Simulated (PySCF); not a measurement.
**C₆ coefficients of unlike pairs at BLYP**

Calculated with PySCF 2.14 from the dipole response of each species, C₆(A,B) = (3/π) ∫ α_A(iu) α_B(iu) du, in atomic units, from isotropic polarisabilities. For ions this is the dispersion term alone; charge-induced terms of lower order in 1/R come first.

```json
{"species": "Pd²⁺", "configuration": "[Kr] 4d8 (3F)", "basis": "def2-TZVPPD with the def2 core potential (28 electrons) (6s4p3d2f1g)", "relativity": "core potential", "α (bohr³)": "5.727", "C₆ (like pair)": "26.98"}
{"species": "Rh⁺", "configuration": "[Kr] 4d8 (3F)", "basis": "x2c-TZVPPall with one added diffuse shell each of s, p, d, f type (9s7p7d3f1g)", "relativity": "spin-free X2C", "α (bohr³)": "14.22", "C₆ (like pair)": "89.68"}
{"species": "Si³⁺", "configuration": "[Ne] 3s1 (2S)", "basis": "aug-cc-pV(D+d)Z (5s4p3d)", "relativity": "none", "α (bohr³)": "6.774", "C₆ (like pair)": "12.41"}
{"species": "Bi²⁺", "configuration": "[Xe] 4f14 5d10 6s2 6p1 (2P)", "basis": "aug-cc-pwCVTZ-DK3 (11s10p8d5f1g)", "relativity": "spin-free X2C", "α (bohr³)": "15.89", "C₆ (like pair)": "117.3"}
```

Question: Estimate C₆ for Bi²⁺ with Si³⁺.

Answer: The integral gives 36.50. The combination rule 2 C_A C_B / (C_A α_B/α_A + C_B α_A/α_B) gives 36.80 and the geometric mean 38.16.

No spin-orbit coupling is included.

The other pairs:

| pair | C₆ |
| --- | --- |
| Bi²⁺, Rh⁺ | 102.5 |
| Rh⁺, Pd²⁺ | 47.63 |
| Bi²⁺, Pd²⁺ | 54.48 |
| Si³⁺, Pd²⁺ | 15.70 |
| Si³⁺, Rh⁺ | 31.88 |
